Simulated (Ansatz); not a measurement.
`F[SiH]([SiH3])Cl` + `C[N](C)[Sc]([NH2])[NH2]` → `CN(C)[SiH]([SiH3])Cl` + `[NH2][Sc]([NH2])[F]`  (redistribution)

Program: Ansatz. Geometries: PBE0-D4/def2-TZVP. ΔE: electronic, gas phase. CCSD(T)/CBS is the MP2 limit (def2-TZVPP, def2-QZVPP) plus CCSD(T) − MP2 in def2-TZVPP, frozen cores. Functionals use def2-TZVPP. For Sc outer-core shells are correlated without core-valence functions, which leaves a few kJ/mol of doubt a bond. Scalar relativity is left out up to krypton. Each species was taken in one conformer, which may not be the lowest.

Is it downhill or uphill in electronic energy at CCSD(T)/CBS, and by how much? (An estimate is asked.)

Computed: Downhill: ΔE = -14.6 kcal/mol.

What do these levels give: PBE-D4, r2SCAN-D4, B97M-V, MP2/def2-SVP, CCSD/def2-TZVPP, MP2/CBS(def2)? (Estimate.)

Computed: PBE-D4 -17.1, r2SCAN-D4 -16.0, B97M-V -15.3, MP2/def2-SVP -19.9, CCSD/def2-TZVPP -15.5, MP2/CBS(def2) -15.1 kcal/mol.

Largest T1 diagnostic among the species: 0.015.

Leaving LDA and LC-ωPBE aside and taking each functional with its dispersion term where it has one, the values, not all of them listed here, spread over 2.6 kcal/mol, from revPBE-D4 to B97M-V. LDA lies −1.2 kcal/mol from PBE without D4. From BLYP to BHLYP (50 % exact exchange), in def2-TZVPP and without D4, ΔE moves by −1.1 kcal/mol. The D4 term adds −1.7 kcal/mol with B3LYP and −1.0 kcal/mol with PBE0; it sums over pairs of atoms, weighted by their polarisabilities, and B3LYP, whose exchange is more repulsive, gets the larger term.

B3LYP here is the variant with VWN-RPA as its local correlation; programs differ in this.
